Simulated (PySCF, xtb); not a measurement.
Sn(Br)(NH2) (BrH₂NSn), SMILES [NH2][Sn][Br] (connectivity only; charge and spin as stated), neutral, multiplicity 1.

GFN2-xTB (xtb) at its own geometry gives an orbital gap of 3.68 eV and a dipole moment of 7.81 D.

The structure is a stationary point at B3LYP-D3(BJ)/def2-SVP. The def2 effective core potentials stand for the cores of Sn; spin–orbit coupling is left out. One conformer was computed; it need not be the lowest.

What does PySCF with PBE0/def2-TZVPD give? (The exact figures need the calculation; the answer reports its results.)

gap 5.14 eV (levels -7.47 and -2.33 eV), dipole 3.43 D.
